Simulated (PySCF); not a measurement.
How methods differ on the excitation energy of Ne²⁺

Ne²⁺ [He] 2s2 2p4 (3P) → Ne²⁺ [He] 2s2 2p3 3d1 (5D), as a difference of total energies. Computed with PySCF 2.14 in dyall-acv3z, with scalar relativity by spin-free X2C-1e. Correlated levels: valence: 1s2 frozen; virtual orbitals above 40 to 60 times the deepest correlated orbital energy dropped. The calculations carry no spin-orbit coupling.

```
           method  excitation energy (eV)
              UHF                  53.863
    MP2 (valence)                  54.727
SCS-MP2 (valence)                  54.937
   CCSD (valence)                  54.706
CCSD(T) (valence)                  54.708
```

Q: How much does correlation contribute at CCSD(T) (valence)?

A: 54.708 − (53.863) = 0.845 eV, measured against UHF.

A first-order spin-orbit estimate (lowest level to lowest level, LS coupling) adds 0.037 eV.

The promoted electron is Rydberg-like, and one or two diffuse shells describe it only roughly, which tends to raise the upper state.
